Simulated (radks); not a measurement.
Charge is removed step by step from the 6s down level of Tl, starting from [Xe] 4f14 5d10 6s(up 1, down 1) 6p1. All-electron calculation, scalar-relativistic Kohn-Sham, PBE, spin-polarised, spherical densities, finite nucleus; open shells are filled with parallel spins first (spin-orbit coupling, left out, can overturn this in heavy ions); Fermi nuclear charge, rms radius 5.4759 fm. Program: a radial shooting solver on a logarithmic mesh with Libxc functionals.

| removed (e) | E - E(0) (eV) | eigenvalue (eV) | E minus straight line (eV) |
|---|---|---|---|
| 0 | 0.000 | -9.241 | 0.000 |
| 0.125 | 1.208 | -10.100 | -0.400 |
| 0.25 | 2.525 | -10.987 | -0.691 |
| 0.375 | 3.955 | -11.896 | -0.870 |
| 0.5 | 5.499 | -12.824 | -0.934 |
| 0.625 | 7.161 | -13.770 | -0.881 |
| 0.75 | 8.941 | -14.731 | -0.709 |
| 0.875 | 10.843 | -15.705 | -0.415 |
| 1 | 12.867 | -16.686 | 0.000 |

Removing the whole electron costs 12.867 eV by Delta-SCF, against 9.241 eV from minus the eigenvalue at the starting occupation. Slater's transition state (half an electron removed) gives 12.824 eV. Integrating minus the eigenvalue over the occupation (Janak's theorem) gives 12.871 eV. In this scalar-relativistic scheme the density is built from large components alone, so the theorem holds only approximately. The mean slope of the eigenvalue, de/dn, is 7.45 eV per electron.
